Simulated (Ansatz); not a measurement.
A nudged elastic band was laid between two geometries of CH6BGeI (10 atoms, charge 0, multiplicity 1).

Method: RKS B3LYP/def2-SVP (Ansatz 0.2.0).

| Item | Value |
| --- | --- |
| movable images | 7 |
| climbing image | yes |
| spring | 5.0 eV/Å² |
| optimiser | quadratic models (default) |
| start path | IDPP |
| force threshold | 0.05 eV/Å |
| iteration limit | 39 |
| end points | relaxed |

Image 0:

```xyz
10
Properties=species:S:1:pos:R:3
C -0.425 1.381 -0.671
B -0.533 -0.154 -0.403
Ge 0.777 -1.151 0.876
I -2.085 -1.303 -1.365
H 0.597 1.623 -1.019
H -0.532 1.918 0.292
H -1.152 1.794 -1.385
H 0.496 -2.661 1.000
H 0.707 -0.529 2.293
H 2.235 -0.969 0.386
```

Image 8:

```xyz
10
Properties=species:S:1:pos:R:3
C -0.403 1.427 -0.639
B -0.508 -0.111 -0.406
Ge 0.759 -1.176 0.861
I -2.035 -1.254 -1.421
H 0.623 1.675 -0.972
H -0.511 1.942 0.336
H -1.123 1.858 -1.348
H 1.806 -0.261 1.541
H 1.522 -2.268 0.078
H -0.046 -1.883 1.974
```

Question: Which bonds break or form, and what moves?

Answer: No bond is made or broken. The dihedral I4–B2–Ge3–H8 goes from 0 to -180°.

Question: Give the energies along the band, and the barrier.

Answer: The forces met the threshold. The highest image is number 0 of 0 to 8, 0.000 eV above the first end and 0.010 eV above the last; the last end lies 0.010 eV below the first. The highest image is an end point: on this band no image between the ends rises above it. Between wells the path still climbs a hump at image 5, 0.01 eV above the well before it.

| image | path coordinate (Å) | energy (eV) | dihedral I4–B2–Ge3–H8 (°) |
| --- | --- | --- | --- |
| 0 | 0.00 | 0.000 | 0 |
| 1 | 0.81 | -0.004 | -21 |
| 2 | 1.61 | -0.009 | -43 |
| 3 | 2.42 | -0.009 | -66 |
| 4 | 3.23 | -0.005 | -89 |
| 5 | 4.04 | 0.000 | -113 |
| 6 | 4.84 | -0.002 | -137 |
| 7 | 5.64 | -0.007 | -160 |
| 8 | 6.44 | -0.010 | -180 |

The run took 2.5 min on 2 threads of Arm Neoverse V2 (shared host), peak memory 0.31 GiB.
